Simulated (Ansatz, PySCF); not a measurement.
B(F)(Cl)(NMe2) (C2H6BClFN), SMILES CN(C)B(F)Cl. Atoms are numbered in the order given.

```xyz
12

B     -0.4622     0.3339     0.0000
F     -1.7960     0.4085     0.0000
Cl     0.4288     1.8781     0.0000
N      0.1785    -0.9071     0.0000
C     -0.5853    -2.1452     0.0000
C      1.6168    -1.0967     0.0000
H     -0.3482    -2.7533     0.8916
H     -0.3482    -2.7533    -0.8916
H     -1.6607    -1.9313     0.0000
H      1.9375    -1.6657    -0.8913
H      1.9375    -1.6657     0.8913
H      2.1312    -0.1290     0.0000
```
Charge 0, spin multiplicity 1.

Geometry: B3LYP-D3(BJ)/def2-SVP. Other conformers were not sampled.

Two levels are set side by side: PBE-D3(BJ)/def2-SVP (Ansatz, a first-principles code) and B3LYP-D3(BJ)/def2-SVP (Ansatz). Each level has its own optimised geometry; the coordinates shown are those of the second. Frequencies come from the Hessian of PySCF at each geometry. Differences are taken from unrounded values.

| quantity | B3LYP-D3(BJ) | PBE-D3(BJ) | PBE-D3(BJ) minus B3LYP-D3(BJ) |
|---|---|---|---|
| mean bond length (Å) | 1.276 | 1.282 | 0.006 |
| bond B1–F2 (Å) | 1.336 | 1.345 | 0.009 |
| bond B1–Cl3 (Å) | 1.783 | 1.784 | 0.001 |
| bond B1–N4 (Å) | 1.397 | 1.406 | 0.010 |
| bond N4–C5 (Å) | 1.455 | 1.455 | 0.001 |
| bond N4–C6 (Å) | 1.451 | 1.451 | 0.001 |
| bond C5–H7 (Å) | 1.105 | 1.113 | 0.008 |
| bond C5–H8 (Å) | 1.105 | 1.113 | 0.008 |
| bond C5–H9 (Å) | 1.096 | 1.104 | 0.008 |
| bond C6–H10 (Å) | 1.105 | 1.113 | 0.008 |
| bond C6–H11 (Å) | 1.105 | 1.113 | 0.008 |
| bond C6–H12 (Å) | 1.096 | 1.104 | 0.009 |
| highest harmonic wavenumber (cm⁻¹) | 3167 | 3101 | -66 |
| mean harmonic wavenumber (cm⁻¹) | 1338 | 1303 | -35 |
| zero-point energy (kcal/mol) | 57.36 | 55.86 | -1.50 |

Exact exchange shortens and stiffens bonds; PBE has none. Differences between two approximate levels are no errors against the true value.
